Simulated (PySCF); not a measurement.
Gas-phase reaction: 3 WO2Cl2 + 3 Cl2 ⇌ 3 WOCl4 + O3

Method: PySCF energies (xtb for GFN2) plus ideal-gas RRHO corrections (1 bar). † marks an energy on the PBE0/def2-TZVP geometry and frequencies; other levels use their own. MP2 and CCSD(T) freeze the core. All species are closed-shell singlets. W: scalar-relativistic def2 core potential, no spin-orbit coupling. MP2 isn't extrapolated to the basis-set limit; its ΔH°(298 K) is 215.3 kJ in def2-SVP and 225.0 kJ in def2-TZVPP. CCSD(T) isn't extrapolated to the basis-set limit. The harmonic model lacks anharmonicity and excited electronic states, which grow with temperature; levels with a mode under 35 cm⁻¹ are left out. Strong static correlation: O3. Soft modes under 120 cm⁻¹ make the harmonic entropy rough for WO2Cl2, WOCl4. Warning, large T1 diagnostic: O3, WO2Cl2, WOCl4 (CCSD(T)/def2-SVP†).

| level | ΔE electronic, kJ | ΔH°(298 K), kJ | ΔS°(298 K), J/K | ΔG°(2500 K), kJ |
|---|---|---|---|---|
| CCSD(T)/def2-SVP† | 213 | 220 | -296 | 896 |
| GFN2-xTB | -241 | -233 | -274 | 388 |
| MP2/def2-SVP† | 208 | 215 | -296 | 891 |
| MP2/def2-TZVPP† | 218 | 225 | -296 | 901 |
| PBE/def2-TZVP† | 174 | 181 | -296 | 857 |
| PBE0/def2-QZVP† | 220 | 227 | -296 | 903 |
| PBE0/def2-SVP† | 123 | 131 | -296 | 806 |
| r2SCAN/def2-TZVP† | 150 | 157 | -296 | 833 |
| ωB97M-V/def2-TZVP† | 238 | 245 | -296 | 921 |
ΔH° is lowest at GFN2-xTB and highest at ωB97M-V/def2-TZVP†. No reference value is set beside these.
